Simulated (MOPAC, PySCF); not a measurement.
CH4GeOSi, SMILES `O=[CH][Ge][SiH3]` (lower singlet; O–C–Ge–Si torsion 95°), neutral singlet in the gas phase. This singlet lies 0.69 eV below the relaxed triplet at the level frozen-core CCSD(T)/cc-pVDZ // PBE0-D3(BJ)/def2-TZVP (Ansatz).

Cartesian coordinates (Å):
```xyz
8

O      1.9336     1.1179    -0.0795
C      1.7950    -0.0962    -0.0436
Ge     0.5495    -0.0969    -1.5710
Si    -1.3346    -0.0496     0.0157
H      2.3492    -0.7108     0.6904
H     -1.7850    -1.4666     0.1712
H     -2.4890     0.7267    -0.5152
H     -0.9895     0.4811     1.3635
```
Charge 0, multiplicity 1.

All levels are single points at this geometry (PBE0-D3(BJ)/def2-TZVP); Pople sets use spherical d functions. Orbital energies aren't observables, and empty levels follow the basis.

```tsv
level	HOMO (eV)	LUMO (eV)	gap (eV)	dipole (D)	vertical IE, Delta-SCF (eV)
PBE-D3(BJ)/def2-TZVP in PySCF	-5.68	-3.23	2.45	1.66	–
PBE0-D3(BJ)/def2-TZVP in PySCF	-6.64	-2.47	4.17	1.82	–
B3LYP/3-21G in PySCF	-6.33	-2.47	3.86	1.99	–
B3LYP/6-311+G** (LANL2DZ on Ge) in PySCF	-6.49	-2.72	3.77	2.00	–
BP86/6-31G* in PySCF	-5.68	-3.21	2.47	1.72	–
M06-2X/6-31G* in PySCF	-7.50	-1.47	6.02	1.94	–
PBE/6-31G* in PySCF	-5.57	-3.10	2.47	1.71	8.45
SVWN5/6-31G* in PySCF	-5.69	-3.30	2.39	1.76	8.63
HF/3-21G in PySCF	-8.66	0.56	9.22	2.52	–
HF/STO-3G in PySCF	-5.95	4.88	10.83	1.37	–
PM3 in MOPAC	-8.31	-0.90	7.42	2.47	–
PM6 in MOPAC	-7.90	-1.90	6.00	2.87	–
PM7 in MOPAC	-8.30	-1.51	6.79	2.37	–
```
